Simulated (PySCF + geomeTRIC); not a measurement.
These are BP86-D3(BJ)/def2-SVP in PySCF + geomeTRIC values and carry that method's errors. fastk is a local helper that only speeds up exchange builds. No frequencies were computed at this level.

```python
import json, numpy as np
from pyscf import gto, dft
from fastk import lowrank_exchange
atoms = """
Ta    -0.141863     0.073959    -0.003661
O     -0.309506    -1.355231    -0.947435
N     -0.417746    -0.439514     1.900205
H     -0.620923    -1.375619     2.232633
H     -0.387833     0.165927     2.714960
N     -1.531865     1.357658    -0.623909
H     -1.709044     2.293962    -0.274529
H     -2.204549     1.183832    -1.362131
N      1.694844     0.777570    -0.314090
H      2.114287     1.607717     0.092668
H      2.391595     0.359141    -0.920254
"""
def scf(charge, spin, dm0=None):
    mol = gto.M(atom=atoms, basis='def2-svp', ecp={'Ta': 'def2-svp'}, charge=charge, spin=spin, verbose=3, max_memory=10080)
    mf = dft.KS(mol, xc='bp86').density_fit(auxbasis="def2-universal-jkfit")
    mf.disp = 'd3bj'
    mf.grids.level = 3
    mf.conv_tol = 1e-8
    mf.max_cycle = 120
    mf.level_shift = 0.25
    mf.kernel(dm0)
    if not mf.converged:
        mf = mf.newton().run(mf.mo_coeff, mf.mo_occ).undo_soscf()
    return mf
mf = scf(0, 0)
from pyscf.geomopt.geometric_solver import kernel as optimize
path = []
done, mol = optimize(mf, maxsteps=120, assert_convergence=False, callback=lambda env: path.append((env["energy"], bool(env["g_scanner"].converged))))
res = dict(converged=bool(done and path[-1][1]), energy=path[-1][0], path=[e for e, c in path], xyz=mol.atom_coords(unit="Angstrom").tolist(), nao=mol.nao)
json.dump(res, open("result.json", "w"))
```

Output:

```
converged SCF energy = -300.23465098033
Geometry optimization cycle 1
converged SCF energy = -300.234650974182
cycle 1: E = -300.234650974  dE = -300.235  norm(grad) = 0.0366194
Geometry optimization cycle 2
converged SCF energy = -300.236040375332
cycle 2: E = -300.236040375  dE = -0.0013894  norm(grad) = 0.0196285
Geometry optimization cycle 3
converged SCF energy = -300.236525930841
cycle 3: E = -300.236525931  dE = -0.000485556  norm(grad) = 0.00312158
Geometry optimization cycle 4
converged SCF energy = -300.236544059056
cycle 4: E = -300.236544059  dE = -1.81282e-05  norm(grad) = 0.00109504
Geometry optimization cycle 5
converged SCF energy = -300.236549600449
cycle 5: E = -300.2365496  dE = -5.54139e-06  norm(grad) = 0.000559184
Geometry optimization cycle 6
converged SCF energy = -300.236550408233
cycle 6: E = -300.236550408  dE = -8.07784e-07  norm(grad) = 0.000532277
Geometry optimization cycle 7
converged SCF energy = -300.236549433476
cycle 7: E = -300.236549433  dE = 9.74757e-07  norm(grad) = 0.000543716
Geometry optimization cycle 8
converged SCF energy = -300.236549030466
cycle 8: E = -300.23654903  dE = 4.0301e-07  norm(grad) = 0.000607316
<class 'geometric.internal.Distance'> : 10
<class 'geometric.internal.Angle'> : 12
<class 'geometric.internal.OutOfPlane'> : 3
<class 'geometric.internal.Dihedral'> : 18
<class 'geometric.internal.TranslationX'> : 1
<class 'geometric.internal.TranslationY'> : 1
<class 'geometric.internal.TranslationZ'> : 1
<class 'geometric.internal.RotationA'> : 1
<class 'geometric.internal.RotationB'> : 1
<class 'geometric.internal.RotationC'> : 1
Step    0 : Gradient = 1.104e-02/2.191e-02 (rms/max) Energy = -300.2346509742
Step    1 : Displace = 3.252e-02/4.861e-02 (rms/max) Trust = 1.000e-01 (=) Grad = 5.918e-03/1.384e-02 (rms/max) E (change) = -300.2360403753 (-1.389e-03) Quality = 0.540
Step    2 : Displace = 1.550e-02/2.104e-02 (rms/max) Trust = 1.000e-01 (=) Grad = 9.412e-04/1.334e-03 (rms/max) E (change) = -300.2365259308 (-4.856e-04) Quality = 1.008
Step    3 : Displace = 4.291e-03/7.517e-03 (rms/max) Trust = 1.414e-01 (+) Grad = 3.302e-04/4.963e-04 (rms/max) E (change) = -300.2365440591 (-1.813e-05) Quality = 1.046
Step    4 : Displace = 3.409e-03/7.064e-03 (rms/max) Trust = 2.000e-01 (+) Grad = 1.686e-04/2.951e-04 (rms/max) E (change) = -300.2365496004 (-5.541e-06) Quality = 1.036
Step    5 : Displace = 3.162e-03/6.938e-03 (rms/max) Trust = 2.828e-01 (+) Grad = 1.605e-04/3.613e-04 (rms/max) E (change) = -300.2365504082 (-8.078e-07) Quality = 0.219
Step    6 : Displace = 1.617e-03/3.806e-03 (rms/max) Trust = 1.581e-03 (-) Grad = 1.639e-04/2.710e-04 (rms/max) E (change) = -300.2365494335 (+9.748e-07) Quality = -0.471
Step    7 : Displace = 7.589e-04/1.322e-03 (rms/max) Trust = 7.906e-04 (-) Grad = 1.831e-04/3.208e-04 (rms/max) E (change) = -300.2365490305 (+4.030e-07) Quality = -0.092
Converged! =D
```

Cost: roughly 5 core-minutes.
